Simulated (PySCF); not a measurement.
A PySCF script (with the pyscf-properties extension) for the NMR shieldings of `[SiH3]C[Si@]1(Cl)CCCO1`, C4H11ClOSi2, on a PBE0-D3(BJ)/def2-SVP geometry:

```python
import basis_set_exchange as bse
import numpy as np
from pyscf import gto, scf
from pyscf.prop import nmr

atoms = """
Si   -3.045730    2.399878    2.122202
C    -1.725316    2.404638    0.772560
Si   -0.154932    3.297064    1.188472
Cl   -0.580406    5.332931    1.244110
C     1.421461    2.976630    0.227263
C     2.446518    3.138895    1.359740
C     1.840564    2.522728    2.625868
O     0.450403    2.798871    2.664691
H    -3.395255    3.798914    2.506864
H    -4.276998    1.719769    1.612900
H    -2.557228    1.664959    3.325340
H    -2.155576    2.860668   -0.135288
H    -1.468896    1.358810    0.529143
H     1.407193    1.938665   -0.150237
H     1.607169    3.644189   -0.625151
H     3.420907    2.680854    1.126105
H     2.626914    4.213435    1.531167
H     1.987113    1.426316    2.630597
H     2.314067    2.922295    3.536823
"""
names = dict.fromkeys(["Si", "C", "Cl", "O", "H"], "pcSseg-1")
basis = {el: gto.basis.parse(bse.get_basis(n, elements=[el], fmt="nwchem")) for el, n in names.items()}
mol = gto.M(atom=atoms, basis=basis, charge=0, verbose=0)
mf = scf.RHF(mol)
mf.conv_tol = 1e-9
mf.kernel()

calc = nmr.RHF(mf)   # GIAO
C = mf.mo_coeff
Co = C[:, mf.mo_occ > 0]
resp = mf.gen_response(singlet=True, hermi=2)
def vind(x):   # induced exchange potential for any number of trial vectors
    d = np.einsum("pi,xij,qj->xpq", C, 2 * x.reshape(-1, C.shape[1], Co.shape[1]), Co, optimize=True)
    return np.einsum("xpq,pi,qj->xij", resp(d - d.transpose(0, 2, 1)), C, Co, optimize=True).ravel()
mo1, _ = nmr.rhf.solve_mo1(calc, with_cphf=vind)
sigma = calc.kernel(mo1)
for i, s in enumerate(sigma):   # ppm
    w = np.linalg.eigvalsh((s + s.T) / 2)
    print("%2d %-2s iso %8.1f  s11 %8.1f  s22 %8.1f  s33 %8.1f" % (i, mol.atom_pure_symbol(i), w.mean(), *w))
```

Task: What does it print?

Result: 
```
 0 Si iso    456.2  s11    435.1  s22    442.5  s33    491.1
 1 C  iso    197.4  s11    182.0  s22    200.5  s33    209.7
 2 Si iso    361.3  s11    313.8  s22    366.7  s33    403.3
 3 Cl iso    946.7  s11    845.1  s22    945.8  s33   1049.0
 4 C  iso    178.9  s11    176.4  s22    179.2  s33    181.2
 5 C  iso    166.7  s11    148.3  s22    171.4  s33    180.5
 6 C  iso    129.6  s11     98.7  s22    121.1  s33    168.9
 7 O  iso    291.7  s11    230.7  s22    308.1  s33    336.4
 8 H  iso     27.7  s11     23.4  s22     27.5  s33     32.2
 9 H  iso     27.9  s11     24.1  s22     25.4  s33     34.3
10 H  iso     27.8  s11     23.5  s22     27.0  s33     32.9
11 H  iso     32.0  s11     26.9  s22     29.5  s33     39.4
12 H  iso     32.1  s11     26.3  s22     30.0  s33     40.1
13 H  iso     31.4  s11     26.6  s22     28.8  s33     38.7
14 H  iso     31.0  s11     27.0  s22     27.7  s33     38.2
15 H  iso     30.0  s11     24.9  s22     26.8  s33     38.4
16 H  iso     29.9  s11     26.0  s22     27.3  s33     36.4
17 H  iso     28.4  s11     22.8  s22     26.7  s33     35.6
18 H  iso     27.8  s11     22.7  s22     26.0  s33     34.6
```

These numbers come from an equivalent density-fitted implementation of the same equations, which agrees with the script to about 0.01 ppm for H and up to a few tenths of a ppm for heavy atoms, so last digits may differ.

Task: Turn these shieldings into chemical shifts. References, each an isolated molecule treated in the same way: TMS for 29Si (393.43 ppm) and 13C (190.85 ppm) and 1H (31.69 ppm); 35Cl (955.90 ppm) against HCl; H2O for 17O (333.31 ppm).

Result: Averaging equivalent atoms: Si 2: 32.1; Si 0: -62.8; C 6: 61.2; C 5: 24.1; C 4: 11.9; C 1: -6.6; Cl 3: 9; O 7: 41.6; H 18: 3.92; H 8/9/10: 3.88; H 17: 3.32; H 16: 1.76; H 15: 1.64; H 14: 0.72; H 13: 0.31; H 11: -0.27; H 12: -0.43 ppm. Experimental scales use liquid or dissolved standards, which lie at an offset from isolated H2O (liquid H2O: subtract about 36 ppm).

Size and cost of the density-fitted run: 212 basis functions, 15 s wall time on 1 thread of an Intel Xeon 6975P-C, shared host; peak memory 1 GiB.
